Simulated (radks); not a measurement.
Q: The table gives one normalised radial function P(r) = r R(r) of Zn24+ in [He] 2s2 2p2 (r in bohr). All-electron calculation, scalar-relativistic Kohn-Sham, r2SCAN, spin-polarised, spherical densities, finite nucleus; open shells are filled with parallel spins first; meta-GGA in the generalised Kohn-Sham scheme; Fermi nuclear charge, rms radius 3.9283 fm. Program: a radial shooting solver on a logarithmic mesh with Libxc functionals.

| r | P |
|---|---|
| 0.004485 | 0.0185 |
| 0.005566 | 0.0275 |
| 0.006908 | 0.0410 |
| 0.008573 | 0.0608 |
| 0.01073 | 0.0911 |
| 0.01331 | 0.1337 |
| 0.01652 | 0.1948 |
| 0.0205 | 0.2807 |
| 0.02545 | 0.3993 |
| 0.03184 | 0.5655 |
| 0.03951 | 0.7745 |
| 0.04904 | 1.0338 |
| 0.06086 | 1.3371 |
| 0.07614 | 1.6765 |
| 0.0945 | 1.9860 |
| 0.1173 | 2.2171 |
| 0.1456 | 2.3008 |
| 0.1821 | 2.1725 |
| 0.226 | 1.8332 |
| 0.2805 | 1.3456 |
| 0.3482 | 0.8313 |
| 0.4356 | 0.4023 |
| 0.5406 | 0.1525 |
| 0.6709 | 0.0416 |
| 0.8327 | 0.0075 |
| 1.042 | 0.0008 |
| 1.293 | 0.0000 |
| 1.605 | 0.0000 |

Which n and l does it have? It may be an empty orbital.

A: n = 2, l = 1: the number of nodes gives n - l - 1 = 0, the rise at small r (about r^(l+1)) gives l, and the extent must fit the shell. The curve is that of 2p up; the table hardly tells the two spins apart. 2p up: eigenvalue -2299.0 eV, 0 radial nodes, <r> = 0.182 bohr, 90 % of the charge inside 0.293 bohr.
